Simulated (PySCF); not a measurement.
Spin-rotation constants: 2,3-dimethylbutan-2-amine, C6H15N

Geometry (Å), atoms numbered from 1 in this order:
```xyz
22

C     1.313   -1.273    0.791
C     0.840    0.104    0.321
C     1.615    0.492   -0.939
C    -0.707    0.186    0.150
C    -1.110    1.571   -0.370
C    -1.253   -0.882   -0.799
N    -1.403    0.017    1.424
H     1.198   -2.012    0.002
H     0.761   -1.611    1.666
H     2.367   -1.228    1.060
H     1.097    0.829    1.106
H     1.347   -0.152   -1.772
H     1.427    1.524   -1.220
H     2.682    0.382   -0.758
H    -2.185    1.684   -0.259
H    -0.855    1.688   -1.419
H    -0.621    2.356    0.203
H    -1.056   -1.881   -0.420
H    -2.330   -0.759   -0.881
H    -0.816   -0.788   -1.788
H    -1.261   -0.914    1.796
H    -1.062    0.686    2.106
```

Computed with PySCF, GIAO PBE0/pcSseg-1 magnetisability, rotational g tensor and spin-rotation constants, non-relativistic, gas phase. Geometry: GFN2-xTB.

(1) Give the nuclear spin-rotation constants along the inertial axes (H = +C I·J) beside the isotropic shieldings.

(2) How do the rotational constants and the g tensor change when H8, H9, H10, H11, H12, H13, H14, H15, H16, H17, H18, H19, H20, H21, H22 are replaced by deuterium?

Results:

(1) Rotational constants 3.0825, 2.2071, 1.8371 GHz. A star marks the isotopologue with that one atom substituted, in its own axes.
```tsv
atom	isotope	Caa (kHz)	Cbb (kHz)	Ccc (kHz)	mean (kHz)	σ (ppm)
N7	14N	0.201	0.126	0.084	0.137	199.5
H8	1H	-0.352	-0.247	0.037	-0.187	31.0
H9	1H	-0.241	-0.032	-0.188	-0.154	30.4
H10	1H	0.001	-0.245	-0.170	-0.138	30.9
H11	1H	-0.332	-0.266	0.062	-0.179	30.6
H12	1H	-0.363	-0.250	0.048	-0.188	31.0
H13	1H	-0.279	-0.026	-0.169	-0.158	30.5
H14	1H	0.043	-0.247	-0.189	-0.131	30.8
H15	1H	0.102	-0.243	-0.209	-0.117	30.3
H16	1H	-0.321	-0.064	-0.112	-0.166	30.5
H17	1H	-0.345	-0.236	0.033	-0.183	30.8
H18	1H	-0.309	-0.012	-0.182	-0.168	31.0
H19	1H	0.065	-0.260	-0.186	-0.127	30.7
H20	1H	-0.276	-0.087	-0.135	-0.166	30.9
H21	1H	-0.343	0.006	-0.189	-0.175	30.4
H22	1H	-0.391	-0.274	0.032	-0.211	31.6
C1	13C*	0.464	0.283	0.274	0.340	168.0
C2	13C*	0.521	0.485	0.314	0.440	139.7
C4	13C*	0.570	0.431	0.374	0.458	134.1
C5	13C*	0.517	0.323	0.323	0.388	154.6
```
For the geometry as given, no vibrational averaging.

(2) Constants 2.3420, 1.7553, 1.4713 GHz; g 0.0058, 0.0035, 0.0008, against 0.0079, 0.0044, 0.0011 before.
